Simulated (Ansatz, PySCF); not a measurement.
Molecule: C$_{3}$H$_{3}$, charge 1, multiplicity 1. It need not be the lowest isomer of its formula. 
Coordinates optimised at B3LYP-D3(BJ)/def2-TZVP (Ansatz, a program for electronic structure):
```xyz
6

C     -1.2055    -0.2741    -0.0114
C      0.1021     0.0232     0.0010
C      1.2954     0.2946     0.0123
H     -1.6059    -1.0478     0.6419
H     -1.8893     0.2530    -0.6751
H      2.3426     0.5327     0.0222
```
Charge +1, spin multiplicity 1.

Total electronic energies in hartree. Cores are frozen in the correlated levels unless marked. Spin-orbit coupling is left out. Non-relativistic. Basis-set limits of correlation are two-point, X^-3; Hartree-Fock from the larger set. The bracket is a focal-point correction in the basis named.

The Hartree-Fock reference is unstable (checked in the largest basis), which strains HF and MP2. 

```csv
level,program,energy (Eh)
HF/6-31G*,Ansatz,-114.95068
BP86-D4/def2-TZVPD,PySCF + dftd4,-115.72623
TPSS-D3(BJ)/def2-TZVPD,PySCF + dftd3,-115.75851
PBE0-D3(BJ)/def2-TZVP,Ansatz + dftd3,-115.57793
BHLYP-D4/def2-TZVPD,Ansatz + dftd4,-115.65869
BHLYP/def2-TZVPD,Ansatz,-115.65645
TPSSh-D4/def2-TZVPD,PySCF + dftd4,-115.74141
TPSSh/def2-TZVPD,PySCF,-115.73896
r2SCANh-D4/def2-TZVPD,Ansatz + dftd4,-115.64419
PW6B95/def2-TZVPD,PySCF,-115.87799
MN15-D3(BJ)/def2-TZVPD,PySCF + dftd3,-115.57514
HSE06-D3(BJ)/def2-TZVPD,Ansatz + dftd3,-115.57088
wB97X-V/def2-TZVPD,Ansatz,-115.68501
B2GP-PLYP-D4/def2-TZVPD,Ansatz + dftd4,-115.59593
RPA@PBE/cc-pVTZ,Ansatz,-115.68335
MP2/aug-cc-pVTZ,Ansatz,-115.42203
RI-MP2/aug-cc-pVQZ,Ansatz,-115.45252
SCS-MP2/cc-pVDZ,Ansatz,-115.30846
CCSD/cc-pVDZ,Ansatz,-115.33914
CCSD(T)/cc-pVDZ,Ansatz,-115.35709
CCSD(T)/cc-pVQZ,Ansatz,-115.49418
"RI-MP2/CBS(aug-cc-pVTZ,aug-cc-pVQZ)+[CCSD(T)-MP2]/aug-cc-pVDZ",Ansatz,-115.5178
"CCSD(T)/CBS(cc-pVTZ,cc-pVQZ)",Ansatz,-115.5111
```

Totals of different functionals don't rank their quality; only differences between species are comparable.
